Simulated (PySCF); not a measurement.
Stepwise substitution at one centre (Sn F-NH2). All species are isolated molecules in the gas phase. One relaxed conformer stands for each flexible species; it need not be the lowest. Strings in code marks are SMILES.

The HOMO from two functionals at the same geometries (CAM-B3LYP-D3(BJ)/def2-TZVP), both in PySCF: PBE-D3(BJ)/def2-TZVP and CAM-B3LYP-D3(BJ)/def2-TZVP. 

```
species                                                    CAM-B3LYP-D3(BJ)/def2-TZVP (eV)
---------------------------------------------------------  -------------------------------
0 of 4 F replaced by NH2 (`[F][Sn]([F])([F])[F]`)                                   -14.04
2 of 4 F replaced by NH2 (`[NH2][Sn]([NH2])([F])[F]`)                                -9.71
4 of 4 F replaced by NH2 (`[NH2][Sn]([NH2])([NH2])[NH2]`)                            -8.52
```

Task: What does PBE-D3(BJ)/def2-TZVP give for each?

Result: 
- 0 of 4 F replaced by NH2 (`[F][Sn]([F])([F])[F]`): -10.25
- 2 of 4 F replaced by NH2 (`[NH2][Sn]([NH2])([F])[F]`): -6.72
- 4 of 4 F replaced by NH2 (`[NH2][Sn]([NH2])([NH2])[NH2]`): -5.61
Over these rows, drawn at random from the members with no instability flagged (it was tested for open shells, ions and some series alone), PBE minus CAM-B3LYP-D3(BJ): mean +3.23 eV, from +2.91 eV to +3.78 eV.
